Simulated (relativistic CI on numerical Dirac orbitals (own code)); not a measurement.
**Electric-dipole transitions in Tl XXIV**

Computed by Dirac-Coulomb-Breit CI, KLI orbitals optimised for each configuration, model QED, unscaled Slater integrals (own radial code, finite nucleus).

CI space (outside the closed core [Ar] 3d10): 4s²4p⁶4d¹⁰4f¹², 4s²4p⁶4d¹⁰4f¹¹5s, 4s²4p⁶4d¹⁰4f¹⁰5s², 4s²4p⁶4d¹⁰4f¹¹5p, 4s²4p⁶4d¹⁰4f¹⁰5s5p, 4s²4p⁶4d⁹4f¹³, 4s²4p⁶4d⁸4f¹⁴, 4s²4p⁵4d¹⁰4f¹³, 4s²4p⁶4d¹⁰4f¹¹5f, 4s²4p⁶4d⁹4f¹²5s, 4s²4p⁶4d¹⁰4f¹¹6s, 4s²4p⁶4d¹⁰4f¹¹6p, 4s4p⁶4d¹⁰4f¹³, 4s²4p⁴4d¹⁰4f¹⁴, 4s²4p⁵4d⁹4f¹⁴, 4p⁶4d¹⁰4f¹⁴. Levels of other configurations are missing.

| λ vac (Å) | Lower | Upper | A (s⁻¹) | E lower (cm⁻¹) | E upper (cm⁻¹) |
| --- | --- | --- | --- | --- | --- |
| 250.63 | 4s²4p⁶4d¹⁰4f¹¹5s ⁵I°8 [14] | 4s²4p⁶4d¹⁰4f¹¹5p ³K8 [97] | 9.36e+09 | 439552 | 838551 |
| 253.07 | 4s²4p⁶4d¹⁰4f¹¹5s ⁵I°6 [17] | 4s²4p⁶4d¹⁰4f¹¹5p ⁵K7 [102] | 5.12e+09 | 475568 | 870716 |
| 254.16 | 4s²4p⁶4d¹⁰4f¹¹5s ⁵F°5 [16] | 4s²4p⁶4d¹⁰4f¹¹5p ³G5 [100] | 8.62e+09 | 473323 | 866774 |
| 254.69 | 4s²4p⁶4d¹⁰4f¹¹5s ³I°7 [65] | 4s²4p⁶4d¹⁰4f¹¹5p ³H6 [151] | 1.64e+10 | 577546 | 970181 |
| 254.88 | 4s²4p⁶4d¹⁰4f¹¹5s ³K°8 [32] | 4s²4p⁶4d¹⁰4f¹¹5p ³L8 [119] | 8.11e+09 | 522521 | 914859 |
| 255.21 | 4s²4p⁶4d¹⁰4f¹¹5s ⁵G°6 [27] | 4s²4p⁶4d¹⁰4f¹¹5p ⁵K6 [111] | 8.06e+09 | 509903 | 901732 |
| 255.80 | 4s²4p⁶4d¹⁰4f¹¹5s ⁵I°7 [18] | 4s²4p⁶4d¹⁰4f¹¹5p ⁵K7 [102] | 7.74e+09 | 479785 | 870716 |
| 255.90 | 4s²4p⁶4d¹⁰4f¹¹5s ¹L°8 [76] | 4s²4p⁶4d¹⁰4f¹¹5p ¹K7 [158] | 1.57e+10 | 595558 | 986334 |
| 256.31 | 4s²4p⁶4d¹⁰4f¹¹5s ⁵I°4 [24] | 4s²4p⁶4d¹⁰4f¹¹5p ⁵K5 [107] | 9.02e+09 | 501843 | 892001 |
| 256.40 | 4s²4p⁶4d¹⁰4f¹¹5s ⁵I°6 [17] | 4s²4p⁶4d¹⁰4f¹¹5p ³G5 [99] | 1.07e+10 | 475568 | 865577 |
| 256.47 | 4s²4p⁶4d¹⁰4f¹¹5s ⁵I°8 [14] | 4s²4p⁶4d¹⁰4f¹¹5p ⁵H7 [96] | 1.63e+10 | 439552 | 829453 |
| 256.57 | 4s²4p⁶4d¹⁰4f¹¹5s ³L°9 [55] | 4s²4p⁶4d¹⁰4f¹¹5p ³K8 [138] | 1.67e+10 | 557549 | 947301 |
| 256.72 | 4s²4p⁶4d¹⁰4f¹¹5s ³K°8 [32] | 4s²4p⁶4d¹⁰4f¹¹5p ³I7 [116] | 1.61e+10 | 522521 | 912054 |
| 257.05 | 4s²4p⁶4d¹⁰4f¹¹5s ⁵I°5 [20] | 4s²4p⁶4d¹⁰4f¹¹5p ³I6 [103] | 1.16e+10 | 482605 | 871637 |
| 257.16 | 4s²4p⁶4d¹⁰4f¹¹5s ³K°6 [45] | 4s²4p⁶4d¹⁰4f¹¹5p ³L7 [126] | 1.49e+10 | 544687 | 933556 |
| 257.24 | 4s²4p⁶4d¹⁰4f¹¹5s ³L°7 [73] | 4s²4p⁶4d¹⁰4f¹¹5p ³M8 [155] | 1.61e+10 | 591509 | 980257 |
| 257.67 | 4s²4p⁶4d¹⁰4f¹¹5s ⁵G°5 [35] | 4s²4p⁶4d¹⁰4f¹¹5p ⁵F4 [117] | 1.29e+10 | 525374 | 913474 |
| 257.71 | 4s²4p⁶4d¹⁰4f¹¹5s ⁵G°6 [27] | 4s²4p⁶4d¹⁰4f¹¹5p ⁵F5 [108] | 1.13e+10 | 509903 | 897932 |
| 257.76 | 4s²4p⁶4d¹⁰4f¹¹5s ⁵F°5 [16] | 4s²4p⁶4d¹⁰4f¹¹5p ³F4 [98] | 1.53e+10 | 473323 | 861286 |
| 257.78 | 4s²4p⁶4d¹⁰4f¹¹5s ⁵I°5 [29] | 4s²4p⁶4d¹⁰4f¹¹5p ⁵K6 [111] | 1.15e+10 | 513803 | 901732 |
| 257.78 | 4s²4p⁶4d¹⁰4f¹¹5s ³I°7 [48] | 4s²4p⁶4d¹⁰4f¹¹5p ³I6 [129] | 1.41e+10 | 546822 | 934744 |
| 258.03 | 4s²4p⁶4d¹⁰4f¹¹5s ³K°7 [37] | 4s²4p⁶4d¹⁰4f¹¹5p ³L8 [119] | 1.47e+10 | 527311 | 914859 |
| 258.36 | 4s²4p⁶4d¹⁰4f¹¹5s ⁵I°7 [18] | 4s²4p⁶4d¹⁰4f¹¹5p ⁵H6 [101] | 1.26e+10 | 479785 | 866836 |
| 258.41 | 4s²4p⁶4d¹⁰4f¹¹5s ³H°4 [19] | 4s²4p⁶4d¹⁰4f¹¹5p ³G5 [100] | 1.23e+10 | 479785 | 866774 |
| 258.99 | 4s²4p⁶4d¹⁰4f¹¹5s ³L°8 [59] | 4s²4p⁶4d¹⁰4f¹¹5p ³M9 [140] | 1.55e+10 | 562767 | 948888 |
| 259.06 | 4s²4p⁶4d¹⁰4f¹¹5s ¹H°5 [25] | 4s²4p⁶4d¹⁰4f¹¹5p ³H4 [106] | 1.17e+10 | 505533 | 891542 |
| 259.38 | 4s²4p⁶4d¹⁰4f¹¹5s ⁵I°7 [15] | 4s²4p⁶4d¹⁰4f¹¹5p ³K8 [97] | 1.31e+10 | 453018 | 838551 |
| 259.73 | 4s²4p⁶4d¹⁰4f¹¹5s ³I°6 [21] | 4s²4p⁶4d¹⁰4f¹¹5p ⁵K7 [102] | 8.36e+09 | 485699 | 870716 |
| 260.56 | 4s²4p⁶4d¹⁰4f¹¹5s ³G°5 [41] | 4s²4p⁶4d¹⁰4f¹¹5p ³H6 [122] | 1.16e+10 | 541329 | 925115 |
| 265.65 | 4s²4p⁶4d¹⁰4f¹¹5s ⁵I°7 [15] | 4s²4p⁶4d¹⁰4f¹¹5p ⁵H7 [96] | 4.81e+09 | 453018 | 829453 |

Terms are leading LS components. Brackets give the number of a level in order of energy, since labels repeat. The list gives strong lines, with weight on those to low levels, without lines whose two gauges differ by over a factor of 2.5, among the lowest 200 of 2771 levels, so that lines to higher ones, which can be the strongest, are missing. Levels whose partners in the same complex of configurations lie outside the list can be far off, and so can their lines. Rates are taken at the computed energies, electric ones in the length gauge.

At this charge transitions that keep the count of f electrons are usually good to a few per cent. Terms inside the open d or f shell come out 10 to 20 % too wide with unscaled integrals. Levels that differ in their count of f electrons can be misplaced by several ten thousand cm⁻¹, since the correlation energy of f electrons is missing or only estimated; rates across such gaps can be off by orders of magnitude.

LS names give the leading component of a level, which can be under half, so a name can repeat, a term be missing and a line seem to break the LS rules.
